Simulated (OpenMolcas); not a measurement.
## Pt2+: ligand-field states by method

Pt2+ with 6 ligands (oxide) in octahedral coordination (Oh) at 2.18 Å. A charge of +1.67 e stands 2.4 Å behind each ligand. Ligand basis ANO-RCC-VDZP.

```yaml
Program: OpenMolcas
Basis: ANO-RCC-VDZP [7s6p4d2f]
Scalar_Hamiltonian: DKH2, point nucleus
Active_space: 8 electrons in 5 orbitals (5d)
State_averaging: 2S+1 = 3 even, 10 roots; 2S+1 = 1 even, 15 roots
Spin-orbit_coupling: RASSI with atomic mean-field integrals over the reference wave functions
```

I. CASSCF
II. SS-CASPT2, IPEA 0.25 Eh, imaginary shift 0.1 Eh (closed shells correlated: 5s 5p and the ligand valence shells)

Spin-free states (labels of O, the rotations of Oh) in cm-1, each column counted from its own energy of the first state listed:

| State | Degeneracy | I | II |
| --- | --- | --- | --- |
| 3A2 | 1 | 0 | 0 |
| 3T2 | 3 | 10589 | 11340 |
| 1E | 2 | 11462 | 8270 |
| 3T1 | 3 | 16660 | 16510 |
| 1A1 | 1 | 19421 | 15500 |
| 1T2 | 3 | 22398 | 20320 |
| 1T1 | 3 | 25829 | 23780 |
| 3T1 | 3 | 26923 | 26250 |
| 1E | 2 | 35367 | 34350 |
| 1T2 | 3 | 35687 | 34680 |
| 1A1 | 1 | 55672 | 50080 |

From I to II, I's first state of the same spin (3T2) moves from 10589 to 11340 cm-1, by about +750 cm-1.

From I to II, I's first state of another spin (1E) moves from 11462 to 8270 cm-1, by about -3200 cm-1.

χT at 300 K: I 1.98, II 1.93 cm3 K/mol.

The states above are spin-free; spin-orbit coupling is strong here and shifts and splits them by thousands of cm-1.

Roots that are degenerate in the reference are averaged as groups; the widest CASPT2 spread within a group is 160 cm-1 (the 3-fold group of multiplicity 3 near 26200 cm-1 above the lowest state of its run, II). Shifts and gaps below about the spread of the groups concerned are not significant. Over all roots computed the reference weight is 0.63 to 0.64 in II; a low but even weight reflects the number of correlated electrons. Real 4d8 and 5d8 ions are as a rule square planar and diamagnetic. The oxide ions are held by bare point charges, a crude embedding. Ligand-to-metal charge-transfer states are missing. With no ligand orbital active B as a rule stays too high, so bands that hang on it stand too high and its fall with covalency is understated. Without dynamic correlation the repulsion within the d shell is too large (B by tens of per cent), so at a given field states of lower spin stand too high (holds for I). With metal d orbitals alone the field can be off either way by tens of per cent (holds for I). With one d shell and no ligand orbital active, 10Dq can be off by a tenth or more (holds for II). No measured value stands beside these numbers; the geometry was imposed, not optimised, and the real ion may take another.
